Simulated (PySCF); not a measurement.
**Gas-phase XPS of methyltrichlorosilane, computed**

Compound: methyltrichlorosilane, CH3Cl3Si.
Z-matrix (Å and degrees, PBE0-D3(BJ)/def2-SVP geometry), rows numbered from 1:
```
C 
Si  1  1.8465
Cl  2  2.0518  1  110.57
Cl  2  2.0533  1  110.98  3   120.02
Cl  2  2.0521  1  110.61  3  -120.03
H   1  1.1002  2  109.98  3    54.36
H   1  1.1000  2  110.01  3   174.31
H   1  1.1000  2  110.10  3   -65.62
```

Computed with delta-SCF UKS SCAN, pcX-2 on the ionised atom, pcseg-1 elsewhere, spin-free X2C (PySCF 2.14.0). Each binding energy is the total energy of the core-ionised species, with the hole localised on one atom, minus that of the ground state; both are solved self-consistently, so orbital relaxation is included.

Problem. List the computed XPS lines with their assignment.

Solution. 
```csv
atom(s),environment,level,binding energy (eV),2p1/2 (eV),count
Cl3/Cl4/Cl5,silicon-bound chlorine,Cl 1s,2829.05,–,3
Si2,chlorine-bound silicon,Si 1s,1849.47,–,1
C1,Si-methyl carbon,C 1s,291.22,–,1
Cl3/Cl4/Cl5,silicon-bound chlorine,Cl 2p3/2,206.47,208.12,3
Si2,chlorine-bound silicon,Si 2p3/2,109.31,109.94,1
```

Problem. Which effective nuclear charge Zeff reproduces each element's mean 1s value in the hydrogen-like formula E = 13.606 eV × Zeff²?

Solution. C (Z = 6): mean 291.2 eV, Zeff = 4.63, Z − Zeff = 1.37; Si (Z = 14): mean 1849.5 eV, Zeff = 11.66, Z − Zeff = 2.34; Cl (Z = 17): mean 2829.1 eV, Zeff = 14.42, Z − Zeff = 2.58. Means run over the listed sites, weighted by atom count.

Atoms equivalent by their bonding share one computed value, that of the first of them. Spin–orbit and ligand-field terms were added within each 2p shell after the spin-free SCF. 2p1/2 minus 2p3/2 (ligand field included): Si 0.63 eV, Cl 1.65 eV. Geometry: PBE0-D3(BJ)/def2-SVP; no solvent, vibrations or thermal averaging.
